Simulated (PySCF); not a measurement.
H4Se3Si, SMILES [SeH][SiH]([SeH])[SeH].

Coordinates come from a B3LYP-D3(BJ)/def2-SVP optimisation. Other conformers were not sampled.

These are r2SCAN/def2-TZVP (PySCF) values and carry that method's errors.

Isolated molecule, no solvent.

Question: Estimate the frontier levels, gap, dipole moment and polarisability. (The exact figures need the calculation; the answer reports its results.)

Answer: 
```
Property                                                                                                         Result
---------------------------------------------------------------------------------------------  ------------------------
highest occupied level                                                                                         -6.27 eV
lowest empty level                                                                                             -1.56 eV
orbital gap                                                                                                     4.71 eV
dipole moment                                                                                                    0.78 D
quadrupole, principal values (traceless, Buckingham form, about the centre of nuclear charge)     -4.73, 1.54, 3.19 D·Å
mean static polarisability                                                                       108.1 bohr³ (16.02 Å³)
polarisability, principal values                                                               84.3, 117.6, 122.4 bohr³
```
